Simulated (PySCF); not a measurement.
Coordinates in bohr (charge -1 multiplicity 1):
```
Br    0.0000    0.0000    0.0000
Cl    0.0000    4.5620    0.0000
Cl    0.0000   -4.5620    0.0000
Cl    4.5620    0.0000    0.0000
Cl   -4.5620    0.0000    0.0000
```

All numbers come from PBE0/[Br def2-SVPD, Cl def2-SVPD], no relativity, density fitting, PySCF.

This geometry of BrCl₄⁻ is a stationary point at this level.

Problem. What is the point group?

Solution. D4h.

Problem. Is it a minimum?

Solution. Yes: all harmonic wavenumbers are real.

Problem. What are the dipole moment and the gap between the highest occupied and lowest empty levels?

Solution. 0.00 D about the centre of mass and 4.31 eV.

Problem. Give the atomic charges and bond orders.

Solution. 
```
     atom  Mulliken  Löwdin  polar tensor  Mayer order to Br1
      Br1      0.86    0.10          1.92                   –
Cl2,3,4,5     -0.46   -0.27         -0.73                0.51
```
Other Mayer orders above 0.3: Cl–Cl 0.32 (×2).

Only a few start shapes were tried, so a lower isomer may exist. The lowest empty level of this anion is unbound, so it and the gap depend on the basis.
